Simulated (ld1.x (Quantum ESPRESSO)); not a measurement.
Which change was made? (Be, PAW)

```json
{"Element": "Be (Z = 4)", "Generator": "ld1.x (Quantum ESPRESSO) 7.5", "Type": "PAW", "Functional": "PBE", "Relativity": "non-relativistic", "Frozen core": "none", "Valence charge": "4", "Reference configuration": "1s2 2s0 2p0 (charge +2)", "Partial waves": "1s (bound): rcut 0.80, rcutus 0.95 bohr; 2s (bound, empty): rcut 0.80, rcutus 0.95 bohr; 2p (bound, empty): rcut 1.40, rcutus 1.95 bohr; 2p channel at -0.95 Ry: rcut 1.40, rcutus 1.95 bohr; 3d channel at 0.1 Ry: rcut 1.45, rcutus 1.95 bohr; 3d channel at 1.15 Ry: rcut 1.45, rcutus 1.95 bohr", "Local potential": "all-electron potential smoothed inside 0.70 bohr (lloc = -1)", "Core correction": "none", "Augmentation charge": "BESSEL, radius 0.90 bohr"}
```

Cutoffs, loose and tight: the cutoffs (Ry, on a coarse ladder) from which the occupation-weighted sum of valence levels, in a spherical-Bessel basis at the reference potential, stays within 10 and 1 mRy of its value at 400 Ry. They do not see the model core or the augmentation charge, which bear on the density cutoff. Test errors are all-electron minus pseudo excitation energies from the reference, over the configurations 1s2 2s2 2p0; 1s2 2s1 2p0; 1s2 2s1.5 2p0; 1s1 2s2 2p0; 1s2 2s0 2p1; 1s2 2s1 2p1; 1s2 2s0 2p2; variants that change the core or the reference have their own tests. The largest error is taken over the tests solved by every variant that gives reliable tests at all, those not shown here included: 1s1 2s2 2p0; 1s2 2s1 2p0; 1s2 2s1.5 2p0; 1s2 2s2 2p0.

The base gives: outcome: generated, overlap not positive; bound ghosts: not determined (overlap not positive); largest test error (meV): -43.

Q: After one change the result is: outcome: generated, overlap not positive; bound ghosts: not determined (overlap not positive); largest test error (meV): -30. Which change was it?
A. local potential all-electron potential smoothed inside 1.35 bohr (lloc = -2)
B. all radii scaled by about 0.86 (s 0.82, p 1.68, d 1.68 bohr, rcut 0.68/1.20/1.24); local potential all-electron potential smoothed inside 0.60 bohr (lloc = -1); augmentation BESSEL, radius 0.78 bohr
C. type RRKJ; waves now 1s (bound): rc 0.95 bohr; 3d channel at 0.1 Ry: rc 1.95 bohr; 2p (bound): rc 1.95 bohr; local potential the p channel; rho0 0.02

A: B. The others give: type RRKJ; waves now 1s (bound): rc 0.95 bohr; 3d channel at 0.1 Ry: rc 1.95 bohr; 2p (bound): rc 1.95 bohr; local potential the p channel; rho0 0.02 → outcome: generated; cutoff, loose: 230 Ry; cutoff, tight: over 300 Ry; bound ghosts: none; largest test error (meV): +2680 | local potential all-electron potential smoothed inside 1.35 bohr (lloc = -2) → outcome: generated; cutoff, loose: 55 Ry; cutoff, tight: 80 Ry; bound ghosts: none; largest test error (meV): test run stopped at test 1 of 7 (negative rho). A file whose overlap is not positive is unfit for use, and its test errors describe a broken file.
